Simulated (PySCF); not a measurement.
# Dipole response of Ge (germanium, neutral)

[Ar] 3d10 4s2 4p2, high-spin 3P determinant. All numbers are calculated (PySCF 2.14, scalar relativity through the core potential, in aug-cc-pVTZ-PP with ECP10MDF). Coupled (time-dependent) response in atomic units; α is the mean over directions.

| method | mean α (bohr³) | α xx, yy, zz | C₆ (like pair) | S(−4) |
| --- | --- | --- | --- | --- |
| UHF | 41.27 | 33.21, 45.30, 45.30 | 361.0 | 653.1 |
| PBE | 46.07 | 34.84, 51.68, 51.68 | 402.9 | 1001 |
| PBE0 | 43.39 | 33.69, 48.24, 48.24 | 377.1 | 816.5 |
| M06 | 42.58 | 32.51, 47.61, 47.61 | 343.5 | 970.2 |
| MN15 | 44.55 | 35.21, 49.23, 49.23 | 382.9 | 908.7 |

S(−4) is the Cauchy moment in α(ω) = α(0) + S(−4) ω² + …

Reference α: 40 ± 1 bohr³ (recommended; Schwerdtfeger and Nagle, table of static dipole polarizabilities (2023 update)). Published C₆: 354.0 (Chu and Dalgarno (2004); Tang, Norbeck and Certain (1976)).

Spin-orbit coupling is absent.

α(iu) at MN15:

```csv
u (hartree),α(iu) (bohr³)
0,44.55
0.0500,42.44
0.100,37.50
0.200,26.84
0.300,19.06
0.500,10.49
0.750,5.866
1.00,3.742
1.50,1.932
2.00,1.194
3.00,0.5961
5.00,0.2388
```

A single London oscillator, α(iu) = α/(1 + u²/ω²), gives C₆ = (3/4) ω α². Matching the computed C₆ needs ω = 4 × 382.9 / (3 × 44.55²) = 0.257 hartree.

The components differ because the open shell of this determinant is not spherical; for a pure term their mean is the scalar polarisability.

Energies and moments cover only the electrons outside the core potential.
